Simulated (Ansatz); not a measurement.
`[SiH3]O[SiH](S)Cl` and `O=C[SiH](Cl)O[SiH3]` differ in one atom or group.

Ansatz, PBE0-D4/def2-TZVP geometries, multiplicity 1. Each molecule was computed in one conformer, which needn't be the lowest.

```
                                      property  `[SiH3]O[SiH](S)Cl`
          HOMO–LUMO gap (PBE0/def2-TZVPP) / eV                 7.79
         LUMO energy (ωB97M-V/def2-TZVPP) / eV                 1.61
       HOMO–LUMO gap (ωB97M-V/def2-TZVPP) / eV                11.70
size of the dipole moment (PBE/def2-TZVPP) / D                 1.03
           HOMO energy (B3LYP/def2-TZVPP) / eV                -7.61
           HOMO–LUMO gap (PBE/def2-TZVPP) / eV                 5.59
```

**Question.** Give the same properties after the change, and the shifts. (An estimate is asked.)

**Answer.** The calculation gave: 
```csv
property,`O=C[SiH](Cl)O[SiH3]`,shift
HOMO–LUMO gap (PBE0/def2-TZVPP) / eV,5.36,-2.43
LUMO energy (ωB97M-V/def2-TZVPP) / eV,0.24,-1.37
HOMO–LUMO gap (ωB97M-V/def2-TZVPP) / eV,9.94,-1.76
size of the dipole moment (PBE/def2-TZVPP) / D,1.14,0.11
HOMO energy (B3LYP/def2-TZVPP) / eV,-7.21,0.40
HOMO–LUMO gap (PBE/def2-TZVPP) / eV,2.75,-2.84
```

With PBE0 the HOMO rises by 0.47 eV and the LUMO falls by 1.95 eV, so the gap narrows by about 2.42 eV. PBE moves the HOMO by 0.68 eV and ωB97M-V by 0.39 eV. Dipoles are sizes alone; their direction can turn.

B3LYP here is the variant with VWN-RPA as its local correlation; programs differ in this.
